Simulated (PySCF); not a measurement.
C3H9BO2, SMILES COB(C)CO. The structure is a stationary point at PBE-D3(BJ)/def2-SVP. The structure was generated by enumeration, and PubChem lists no compound with its InChIKey, so it may never have been made. Other conformers were not sampled.

Computed equilibrium geometry at PBE-D3(BJ)/def2-SVP (PySCF confirms it by a frequency run) as a Z-matrix, and its point group (one conformer of several):
point group Cs.
```
B
O 1 1.3705
C 2 1.4175 1 122.22
H 3 1.1080 2 108.33 1 180.00
H 3 1.1118 4 108.46 2 -121.50
H 3 1.1118 4 108.46 5 -117.01
C 1 1.5769 2 122.98 3 0.00
H 7 1.1058 1 111.21 2 180.00
H 7 1.1123 8 108.70 1 122.69
H 7 1.1123 8 108.70 9 114.62
C 1 1.5903 2 114.12 3 180.00
O 11 1.4221 1 111.38 2 180.00
H 12 0.9728 11 107.73 1 180.00
H 11 1.1222 12 112.67 13 59.03
H 11 1.1222 14 104.60 12 122.72
```
Charge 0, spin multiplicity 1.
